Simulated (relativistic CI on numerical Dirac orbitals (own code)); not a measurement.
# Sensitivity of the levels of Ta XII to α and to the nuclear radius

Calculated at this level of theory: Dirac-Coulomb-Breit CI, separate exchange-only KLI orbitals for each configuration, derivatives by finite differences, unscaled Slater integrals, QED left out (own radial code, finite nucleus).

Configurations in the expansion (outside the closed core [Kr] 4d10): 4f¹³5s²5p, 4f¹²5s²5p², 4f¹⁴5s², 4f¹³5s5p², 4f¹⁴5s5p, 4f¹³5s²5d, 4f¹³5p³, 4f¹⁴5p². Levels of other configurations are missing.

With x = (α/α₀)² − 1 an excitation energy changes as ω = ω₀ + qx; K = 2q/ω₀ is the relative enhancement. Terms are leading LS components, so labels can repeat. The field-shift factor is F = δν/δ⟨r²⟩ for the transition from the lowest level.

Lowest level 4f¹²5s²5p² ³H6.

```csv
Level,ω₀ (cm⁻¹),q (cm⁻¹),K,F (GHz/fm²)
4f¹²5s²5p² ³F4,8886.7,-874.1,-0.197,0.111
4f¹³5s²5p ³D3,12468.8,201500,32.3,-41.5
4f¹³5s²5p ³G4,16072.1,198000,24.6,-40.8
4f¹²5s²5p² ⁵H5,16900.2,14880,1.76,0.535
4f¹²5s²5p² ³H4,25052.1,17780,1.42,0.403
4f¹²5s²5p² ³F2,25785.0,7565,0.587,0.38
4f¹²5s²5p² ⁵G3,27260.2,30780,2.26,0.0039
4f¹³5s²5p ³G3,29142.8,200000,13.7,-40.2
4f¹³5s²5p ³F2,35597.3,216000,12.1,-40.7
4f¹²5s²5p² ³H4,41279.5,28870,1.4,1.12
4f¹²5s²5p² ³P2,48267.8,16610,0.688,0.443
4f¹⁴5s² ¹S0,53433.3,358900,13.4,-75.6
4f¹²5s²5p² ⁵D0,56986.2,32340,1.14,-0.582
4f¹²5s²5p² ³I6,58239.7,13520,0.464,1.09
4f¹²5s²5p² ⁵D1,61584.9,21660,0.704,0.319
4f¹²5s²5p² ³F2,67791.9,28680,0.846,0.996
4f¹²5s²5p² ⁵H7,78737.8,119800,3.04,-16.5
4f¹²5s²5p² ⁵G5,87696.1,122000,2.78,-16.6
4f¹²5s²5p² ⁵G6,91861.4,120600,2.63,-16.3
4f¹²5s²5p² ⁵G4,92253.9,134500,2.91,-17.8
4f¹²5s²5p² ³H5,93312.0,137400,2.94,-19.6
4f¹²5s²5p² ⁵D4,94582.4,123100,2.6,-16
4f¹²5s²5p² ⁵H3,96004.9,131200,2.73,-16
```

At this charge transitions that keep the count of f electrons are usually good to a few per cent. Terms inside the open d or f shell come out 10 to 20 % too wide with unscaled integrals. Levels and lines within the n = 5 or 6 shells can be off by up to 10 % or somewhat more, and those that change n by about 2 %, since core polarisation is missing. Levels that differ in their count of f electrons can be misplaced by several ten thousand cm⁻¹, since the correlation energy of f electrons is missing or only estimated; rates across such gaps can be off by orders of magnitude.
